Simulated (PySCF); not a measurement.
BiCl₂H₃Si. Atoms are numbered in the order given.

```xyz
7

Bi     0.4943    -0.2231     0.0000
Cl    -1.0259    -0.6662    -1.9234
Cl    -1.0259    -0.6662     1.9234
Si    -0.3341     2.3425     0.0000
H      0.1751     3.0393     1.2202
H     -1.8222     2.2978     0.0000
H      0.1751     3.0393    -1.2202
```

Geometry: r2SCAN-D4/def2-SVP. The structure was generated by enumeration; whether it is a known compound was not checked. The def2 effective core potentials stand for the cores of Bi; spin–orbit coupling is left out.

Computed with TDA-PBE0/def2-SVPD in PySCF.

Vertical excitations. Isolated molecule, no solvent. State labels are in the subgroup Cs.

Computed UV-visible absorptions:
```tsv
state	symmetry	energy (eV)	λ (nm)	f	main pairs
S1	A'	3.65	340	0.003	HOMO→LUMO 99 %
S2	A"	4.07	304	0.001	HOMO→LUMO+1 99 %
S3	A"	4.99	248	0.009	HOMO−1→LUMO 82 %, HOMO−2→LUMO+1 17 %
S4	A"	5.04	246	0.000	HOMO−3→LUMO 98 %
S5	A'	5.08	244	0.016	HOMO−2→LUMO 88 %
S6	A'	5.37	231	0.000	HOMO−1→LUMO+1 89 %
S7	A'	5.48	226	0.002	HOMO−3→LUMO+1 79 %
S8	A'	5.71	217	0.036	HOMO−4→LUMO 63 %, HOMO−3→LUMO+1 19 %, HOMO→LUMO+2 11 %
S9	A"	5.92	210	0.035	HOMO−2→LUMO+1 61 %, HOMO−1→LUMO 11 %
S10	A'	5.93	209	0.382	HOMO→LUMO+2 70 %, HOMO−4→LUMO 14 %
T1	A'	3.14	394	0	HOMO→LUMO 98 %
T2	A"	3.57	347	0	HOMO→LUMO+1 98 %
T3	A'	4.47	278	0	HOMO→LUMO+2 93 %
T4	A"	4.49	276	0	HOMO−1→LUMO 92 %
```
Triplets are in the Tamm–Dancoff approximation.
